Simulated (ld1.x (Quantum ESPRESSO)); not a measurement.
## Before and after: TM potential for Sc (Z = 21)

```
Element                 : scandium (Sc)
Generator               : ld1.x (Quantum ESPRESSO) 7.5
Type                    : norm-conserving Troullier–Martins (Kleinman–Bylander form)
Functional              : Wu–Cohen
Relativity              : scalar-relativistic
Frozen core             : [Ne]
Valence charge          : 11
Reference configuration : 3s2 3p6 3d1 4s0 4p0 (charge +2)
Partial waves           : 3p (bound): rc 1.30 bohr; 3d (bound): rc 2.90 bohr; 3s (bound): rc 1.35 bohr
Local potential         : the s channel
Core correction         : Bessel-smoothed model core inside 0.65 bohr
```

All-electron outer shells of the reference configuration (Wu–Cohen, scalar-relativistic, ld1.x):

```csv
shell,level (eV),outermost node (bohr),outermost maximum (bohr)
2p,-403.73,–,0.23
3s,-70.26,0.42,0.92
3p,-48.90,0.39,0.97
3d,-17.87,–,1.07
4s,-15.68,1.31,2.77
4p,-11.59,1.45,3.26
```

Change: reference 3s2 3p6 3d1 4s2 4p0 (4s counted twice).

Cutoffs: the cutoffs (Ry, on a coarse ladder) from which the occupation-weighted sum of valence levels, in a spherical-Bessel basis at the reference potential, stays within 10 and 1 mRy of its value at 400 Ry; they do not see the model core or the augmentation charge, which bear on the density cutoff. Errors are all-electron minus pseudo energies relative to the spin-unpolarised reference configuration.

Q: What does the change do?

A: The potential gets neither clearly harder nor softer (70 Ry and 100 Ry → 70 Ry and 100 Ry); the range in which the s phases agree widens (upper end -1.5 → -0.5); the range in which the p phases agree widens (upper end 2.4 → 3.5); neither file shows a bound ghost. In the changed file ld1.x takes every shell without a wave as core, so the model core holds the 4s electrons as well and exchange and correlation see them twice. This cancels in the reference configuration, but the file is broken for other ones, and its errors say nothing about a proper core correction.

| quantity | base | changed |
| --- | --- | --- |
| cutoff, loose | 70 Ry | 70 Ry |
| cutoff, tight | 100 Ry | 100 Ry |
| bound ghosts | none | none |
| largest miss of a reference level, eV | 0.00 | 0.14 |
| largest error over its own tests, meV | +503 | -1641 |
| s: phases at 3.16 bohr within 0.05 rad from the reference energy up to (Ry; the scan ends near 5) | -1.5 | -0.5 |
| p: phases at 3.16 bohr within 0.05 rad from the reference energy up to (Ry; the scan ends near 5) | 2.4 | 3.5 |
| d: phases at 3.16 bohr within 0.05 rad from the reference energy up to (Ry; the scan ends near 5) | -0.3 | 0.7 |
